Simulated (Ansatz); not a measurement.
Basis-set extrapolation for C3H6OSi (`COC#C[SiH3]`) (PBE0-D4/def2-TZVP geometry, frozen core, the Gaussian-basis code of Ansatz). Multiplicity 1, RHF reference.

|  | def2-TZVPP | def2-QZVPP |
| --- | --- | --- |
| HF | -480.900603 | -480.918124 |
| MP2 correlation | -0.828883 | -0.887034 |
| CCSD(T) correlation | -0.904706 | not run |

Energies in hartree. Use E(X) = E(∞) + A·exp(−7.88·√X) for Hartree–Fock and E(X) = E(∞) + B·X^(−2.97) for correlation, with X = 3 and 4, and add CCSD(T) minus MP2 of the smaller set to the MP2 limit.

What is the CCSD(T) energy at the basis-set limit?

HF limit: -480.918124 + (-0.017521) × 0.13774 = -480.92054. MP2 limit: -0.887034 + (-0.058151) × 0.74074 = -0.93011. Higher-order term: -0.904706 − (-0.828883) = -0.07582. Total: -481.92647 hartree, 318.1 kJ/mol below CCSD(T)/def2-TZVPP.
